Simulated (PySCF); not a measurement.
Vertical excitations of a molecule C5H7F from TDA-LC-ωPBE/def2-SVPD in PySCF 2.14.0, as energy in eV (oscillator strength): 7.61 (0.023), 7.69 (0.279), 8.21 (0.014), 8.50 (0.004), 8.65 (0.024), 8.78 (0.003), 9.07 (0.017), 9.10 (0.028), 9.30 (0.035), 9.82 (0.046). Lowest triplet (TDA): 4.24 eV. The structure is a stationary point at B3LYP-D3(BJ)/def2-SVP. One conformer was computed; it need not be the lowest.

### Question
Which structure fits?
(A) C=CC(F)C=C
(B) CC1=C(F)CC1
(C) C=C/C(F)=C\C
(D) C[C@H]1C=C(F)C1

### Answer
D, C[C@H]1C=C(F)C1
